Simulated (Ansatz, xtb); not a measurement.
## Ranking isomers of C6H9B

3 gas-phase structures of C6H9B, from a drawn sample of its isomers (lower ones may exist). Each was relaxed with GFN2-xTB:

A. `BC1=CC=CCC1`, a singlet
B. `BC1=CCCC=C1`, a singlet
C. `B[C@@H]1C=CC=CC1`, a singlet

Problem. Make a reasoned guess at their ranking by r2SCAN-D4/def2-SVP single-point energy.

Solution. Calculated order at r2SCAN-D4/def2-SVP: A (0.000), B (0.095), C (0.475) eV.

Energies above the lowest of each column, in eV; the last columns are at B3LYP/def2-SVP geometries:

```json
{"structure": "A", "GFN2-xTB": "0.000", "HF/STO-3G": "0.000", "r2SCAN-D4/def2-SVP": "0.000", "B3LYP/def2-SVP": "0.000", "CCSD(T)/def2-SVP + ΔMP2/def2-TZVPP": "0.000"}
{"structure": "B", "GFN2-xTB": "0.074", "HF/STO-3G": "0.002", "r2SCAN-D4/def2-SVP": "0.095", "B3LYP/def2-SVP": "0.075", "CCSD(T)/def2-SVP + ΔMP2/def2-TZVPP": "0.048"}
{"structure": "C", "GFN2-xTB": "0.313", "HF/STO-3G": "0.433", "r2SCAN-D4/def2-SVP": "0.475", "B3LYP/def2-SVP": "0.459", "CCSD(T)/def2-SVP + ΔMP2/def2-TZVPP": "0.400"}
```

Every level run on A puts it lowest or level with the lowest. Flexible structures stand in one conformer each, not always the lowest. ΔMP2 is the change of the MP2 energy from the smaller to the larger basis.

Programs: Ansatz 0.2.0, xtb 6.7.1.
